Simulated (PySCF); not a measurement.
## A small calculation by hand: refractive index and permittivity of the vapour

Ge(I)(Me) (CH3GeI), SMILES [CH3][Ge][I] (connectivity only; charge and spin as stated), neutral, multiplicity 1.

Coordinates come from a PBE-D3(BJ)/def2-SVP optimisation. The def2 effective core potentials stand for the cores of I; spin–orbit coupling is left out.

PySCF with r2SCAN/def2-TZVPD gives a mean static polarisability of 88.2 bohr³ and a dipole moment of 2.14 D. Take an ideal gas at 298.15 K and 0.1 bar, whether or not the substance is that volatile.

### Question
Work out n − 1 in the optical limit and the static ε − 1.

### Answer

Polarisability volume α' = 88.2 × 0.148185 = 13.07 Å³. Number density N = p/kT = 2.43e-6 Å⁻³.
Dilute limit of Lorentz–Lorenz: n − 1 = 2π N α' = 0.00020.
Orientation term of Debye: μ²/(3kT) = 8.098 Å³ × μ²(D²) = 37.08 Å³.
ε − 1 = 4π N (α' + μ²/3kT) = 0.0015. Orientation of the dipole supplies 74 % of the static response; it can't follow optical fields. Vibrational polarisation and dispersion are left out.
